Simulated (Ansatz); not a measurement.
Input file for Ansatz (a quantum-chemistry and plane-wave program): R-r2SCAN/def2-TZVPP on CdFH (SMILES [F][CdH]), atoms moved off the minimum. Elements past Kr take the def2 small-core potentials; no spin–orbit coupling.

Ansatz 0.2 input:
```yaml
crystal:
  periodic: [false, false, false]
  atoms:
    - {symbol: Cd, position_ang: [0.07549020, 0.02923016, -0.13772543]}
    - {symbol: H, position_ang: [0.11569681, 0.00478771, -1.96658072]}
    - {symbol: F, position_ang: [0.11977806, 0.12137259, 1.74517315]}
basis:
  gaussian:
    orbitals: def2-TZVPP
hamiltonian:
  xc: {name: r2SCAN}
scf: {lower_state_search: off}
output: {forces: true}
```

Output:

```
WARN ansatz: RAYON_NUM_THREADS=1 ignored (pool sized by the plan → 1); use --threads N
Functional definition: r2SCAN
these checks for a lower state are left out or cut short: stability, starts, cluster_reference, orbital_swaps, neighbouring_geometries, increment
integrals: 0.02 GiB planned
597 factors; their error is unknown
mean field: 0.23 GiB planned
mean field evaluation 1: about -7296.0900 eV, gradient 4.9e1 eV
mean field evaluation 2: about -7228.7872 eV, gradient 2.0e2 eV
mean field evaluation 4: about -7299.5952 eV, gradient 1.5e1 eV
mean field evaluation 8: about -7299.9758 eV, gradient 1.3e-1 eV
mean field evaluation 16: about -7299.9732 eV, gradient 4.3e-5 eV
mean field -7299.97316254 eV, -268.2690656239 hartree, gradient 6.9e-6 eV, S^2 0.000000; 0 other end points of the search recorded, 0 dependent functions left out
the calculation of the forces begins
reference -7299.97317428 eV, -268.2690660552 hartree; 15, 15 occupied and 86, 86 virtual orbitals, 597 factors
Total energy: -7299.97317428 eV, -268.2690660552 hartree
Atom 0 at     0.075490     0.029230    -0.137725 Å, force     0.107084    -0.011854    -3.128007 eV/Å
Atom 1 at     0.115697     0.004788    -1.966581 Å, force    -0.089497    -0.010319     1.952234 eV/Å
Atom 2 at     0.119778     0.121373     1.745173 Å, force    -0.017586     0.022173     1.175773 eV/Å
Dipole moment:    -0.029086    -0.035765    -0.426466 e Å
Checks for a lower state left out: stability, starts, cluster_reference, orbital_swaps, neighbouring_geometries, increment
```

The calculation finished and met its thresholds.

Cost: around 1.9 core-seconds (rough).
